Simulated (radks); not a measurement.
Spherical jellium clusters: N electrons in a uniform positive sphere of charge N and radius rs N^(1/3), rs = 5.64 bohr. Method: non-relativistic Kohn-Sham, LDA (Slater exchange, Perdew-Wang correlation), spin-polarised, spherical densities; computed with a radial shooting solver with Libxc functionals. Levels are named by radial order and angular momentum (1s, 1p, 1d, 2s, ...), and open shells are averaged over m. Each electron was tried in the lowest free levels, single moves between levels near the top were tried too, and the lowest total energy was kept; such a search can miss a lower state. Energies include the self-energy of the background; IP and EA are vertical (highest electron removed, lowest free level filled), at fixed background; spill-out counts the electrons outside the background radius R, and alpha is the static dipole polarisability from linear response (closed shells only). A dash means not computed or, for alpha, an open shell; in EA it means that no bound solution was reached, which is typical of self-interaction and does not show that the anion is unstable. Real open-shell clusters deform, which this model forbids.

| N | open shells | 2S | E/N (eV) | E(N+1) + E(N-1) - 2E(N) (eV) | EA (eV) | -e(HOMO) (eV) | spill-out (e) | alpha/R^3 |
|---|---|---|---|---|---|---|---|---|
| 1 | 1s(up 1, down 0) | 1 | -1.359 | - | - | 2.400 | 0.27 | - |
| 2 | none | 0 | -1.619 | 0.612 | - | 2.431 | 0.41 | 1.397 |
| 3 | 1p(up 1, down 0) | 1 | -1.502 | -0.425 | - | 1.842 | 0.63 | - |
| 4 | 1p(up 2, down 0) | 2 | -1.550 | -0.267 | - | 2.165 | 0.76 | - |
| 5 | 1p(up 3, down 0) | 3 | -1.632 | 0.233 | - | 2.363 | 0.85 | - |
| 6 | 1p(up 3, down 1) | 2 | -1.648 | -0.222 | 1.094 | 2.161 | 0.96 | - |
| 7 | 1p(up 3, down 2) | 1 | -1.691 | -0.156 | 1.287 | 2.341 | 1.05 | - |
| 8 | none | 0 | -1.743 | 0.642 | - | 2.467 | 1.13 | 1.280 |
| 9 | 1d(up 1, down 0) | 1 | -1.711 | -0.163 | - | 1.863 | 1.26 | - |
| 10 | 1d(up 2, down 0) | 2 | -1.703 | -0.134 | 1.070 | 2.014 | 1.36 | - |
| 11 | 1d(up 3, down 0) | 3 | -1.708 | -0.111 | 1.204 | 2.134 | 1.45 | - |
| 12 | 1d(up 4, down 0) | 4 | -1.721 | -0.093 | 1.316 | 2.233 | 1.52 | - |
| 13 | 1d(up 5, down 0) | 5 | -1.740 | 0.235 | 1.107 | 2.315 | 1.59 | - |
| 14 | 1d(up 5, down 1) | 4 | -1.739 | -0.104 | 1.232 | 2.096 | 1.68 | - |
| 15 | 1d(up 5, down 2) | 3 | -1.745 | -0.088 | 1.337 | 2.193 | 1.75 | - |
| 16 | 1d(up 5, down 3) | 2 | -1.756 | -0.076 | 1.428 | 2.274 | 1.83 | - |
| 17 | 1d(up 5, down 4) | 1 | -1.771 | -0.066 | 1.507 | 2.342 | 1.89 | - |
| 18 | none | 0 | -1.787 | 0.140 | 1.392 | 2.402 | 1.95 | 1.215 |
| 19 | 2s(up 1, down 0) | 1 | -1.794 | 0.177 | 1.253 | 2.257 | 2.07 | - |
| 20 | none | 0 | -1.792 | 0.098 | 1.165 | 2.103 | 2.24 | 1.233 |
| 21 | 1f(up 1, down 0) | 1 | -1.785 | -0.070 | 1.244 | 2.021 | 2.31 | - |
| 22 | 1f(up 2, down 0) | 2 | -1.782 | -0.063 | 1.316 | 2.085 | 2.37 | - |
| 23 | 1f(up 3, down 0) | 3 | -1.782 | -0.057 | 1.380 | 2.142 | 2.42 | - |
| 24 | 1f(up 4, down 0) | 4 | -1.784 | - | 1.439 | 2.194 | 2.47 | - |

All shells are closed at N = 2, 8, 18, 20 (there: 1s2 1p6 1d10 2s2); the second difference of the energy has clear peaks (12 % above both neighbours; the first and last values, which can be the largest, are not judged, and half-filled shells can peak too) at N = 5, 8, 13, 19.
